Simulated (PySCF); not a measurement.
Worked example: dipole moment from atomic charges

C3H3BrClF, SMILES C(/Cl)(=C(/Br)C)F. Atoms are numbered in the order given.

```xyz
9

C     -2.2300     0.3652     0.0000
C     -0.7702     0.0340     0.0000
Br     0.4217     1.5100     0.0000
C     -0.2962    -1.2203     0.0000
F     -1.1317    -2.2606     0.0000
Cl     1.3542    -1.7029     0.0000
H     -2.8336    -0.5524     0.0000
H     -2.4919     0.9625    -0.8882
H     -2.4919     0.9625     0.8882
```
Charge 0, spin multiplicity 1.

Geometry optimised at B3LYP-D3(BJ)/def2-SVP. The structure was generated by enumeration; whether it is a known compound was not checked.

Charges (e) from PBE/def2-TZVP in PySCF:

```json
[
 {"atom": "C1", "IAO": "-0.433", "Mulliken": "-0.338"},
 {"atom": "C2", "IAO": "-0.122", "Mulliken": "-0.043"},
 {"atom": "Br3", "IAO": "0.036", "Mulliken": "-0.045"},
 {"atom": "C4", "IAO": "0.207", "Mulliken": "0.168"},
 {"atom": "F5", "IAO": "-0.227", "Mulliken": "-0.128"},
 {"atom": "Cl6", "IAO": "0.034", "Mulliken": "-0.034"},
 {"atom": "H7", "IAO": "0.170", "Mulliken": "0.141"},
 {"atom": "H8", "IAO": "0.167", "Mulliken": "0.139"},
 {"atom": "H9", "IAO": "0.167", "Mulliken": "0.139"}
]
```

The dipole moment of the full density is 1.26 D.

Q: What dipole moment does each set of point charges give, and which comes closer to that of the density?

A: 
μ = Σ q r, and 1 e Å = 4.8032 D.
IAO: Σ q r = (0.002, 0.322, 0.000) e Å, |μ| = 1.55 D.
Mulliken: Σ q r = (-0.275, 0.139, 0.000) e Å, |μ| = 1.48 D.
Mulliken comes closer in size. Point charges leave out the atoms' own dipoles (lone pairs, polarised bonds); fits to the potential absorb them, partitions of the density don't.
